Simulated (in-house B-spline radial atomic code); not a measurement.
A calculation on an ion of nuclear charge 8.5 with 3 electrons: its settings, and results tabulated from the run. Computed with an all-electron radial atomic-structure program (B-spline basis): Dirac-Hartree-Fock, average of configuration, Fermi nucleus of rms radius 2.6991 fm.

Command:
```bash
python run_scf.py task.json out
```
Settings (nuclear radius in fm, mass in u):
```
Z                8.5
configuration    [He] 2s1
hamiltonian      dirac
method           hf
spin_polarised   False
nucleus          fermi
rms_radius       2.6991
atomic_mass      15.99491
speed_of_light   137.035999084
```

Output (hartree, bohr):
```
 radial grid: 65 intervals, B-splines of order 8, outer radius 6.4516 bohr

 iter        energy (Eh)    residual
    1        -72.2237580    5.06e-01
    2        -73.0155673    8.93e-03
    3        -73.0158433    4.34e-03
    4        -73.0159094    2.11e-03
    5        -73.0159303    7.08e-05
    6        -73.0159303    1.46e-06
    7        -73.0159303    1.42e-09

 total energy                      -73.015930
 kinetic                             73.15306
 electron-nucleus                  -154.14720
 electron-electron                    7.97821

 orbital      occ     eigenvalue          <r>       <r^2>       <1/r>     <1/r^3>       r_max    small
 1s1/2      2.000      -29.56632      0.18477   0.0458453      8.1923           -      0.1211  8.91e-04
 2s1/2      1.000       -5.90508     0.830846    0.805198     1.75037           -      0.7086  1.62e-04
```


For the Dirac Hamiltonian the kinetic term is c α·p + (β - 1)c².
